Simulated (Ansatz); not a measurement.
```yaml
atoms:
  - { symbol: C, position_ang: [0.0000, 0.0000, -0.4065] }
  - { symbol: C, position_ang: [0.0000, 1.1315, 0.1804] }
  - { symbol: C, position_ang: [0.0000, -1.1315, 0.1804] }
  - { symbol: H, position_ang: [0.0000, 0.0000, -1.4158] }
  - { symbol: H, position_ang: [0.0000, 1.9910, -0.3396] }
  - { symbol: H, position_ang: [0.0000, 1.1946, 1.1849] }
  - { symbol: H, position_ang: [0.0000, -1.9910, -0.3396] }
  - { symbol: H, position_ang: [0.0000, -1.1946, 1.1849] }
```

Basis set: 6-31G* (spherical functions). Correlated methods keep 3 orbitals frozen. Charge 0, multiplicity 2.

Computed with Ansatz (development build ahead of 0.2.0); each method stands on the lowest determinant of its kind that the runs found.

Question: Give the atomization energy at this shape (free ground-state atoms in the same class of orbitals less the molecule, no zero-point energy) of doublet C₃H₅ by UHF-MP2, UHF.

Answer:

```json
{"method": "UHF-MP2", "atomization energy": "29.07 eV"}
{"method": "UHF", "atomization energy": "24.02 eV"}
```

Caution: the shape is not the minimum; the unrestricted determinant is spin contaminated.
